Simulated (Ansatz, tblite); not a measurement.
Adding an electron: the cluster Cs3H3⁺. Total charge 1; doublet. Geometry: PBE0-D4/def2-TZVP. Ansatz, gas phase; energy differences of separate SCF runs; the reduced species is a singlet (the triplet lies 0.25 eV higher at PBE0-D4/def2-TZVP).

```
atom   x (Å)   y (Å)   z (Å)
 Cs1   4.569   4.281  -0.973
 Cs2   0.347   1.143   1.468
 Cs3  -3.144  -2.852   0.949
  H4   0.028  -0.789  -1.632
  H5  -0.375  -0.894  -1.004
  H6  -1.425  -0.889   1.192
```

In the def2 sets Cs takes a core potential; there is no spin–orbit coupling. The xTB rows come from tblite. In the doublet, H4 and H5 lie 0.75 Å apart (atoms count from 1), so H2 has formed as a molecule. The structure comes from a short search, and lower isomers may exist.

| level | −HOMO (eV) | −LUMO (eV) | vertical EA (eV) | HOMO–LUMO gap (eV) | remarks |
| --- | --- | --- | --- | --- | --- |
| GFN1-xTB | – | – | 9.88 | – | – |
| GFN2-xTB | – | – | 6.63 | – | – |
| PBE-D4/def2-TZVP | 4.61 | 4.06 | 3.01 | 0.55 | restricted singlet, untested (singlet) |
| r2SCAN-D4/def2-TZVP | 4.56 | 3.54 | 2.58 | 1.02 | restricted singlet, untested (singlet) |
| PBE0-D4/def2-TZVP | 4.98 | 3.51 | 2.80 | 1.48 | restricted singlet, untested (singlet) |

  HOMO and LUMO are the levels of the spin that leaves or enters (xTB has no such levels and no spin-polarisation term). Other spin states of the ions may lie lower, which would lower the ionisation energy or raise the affinity. Raw xTB energy differences between charge states are shifted by several eV; the methods need an empirical correction for them.
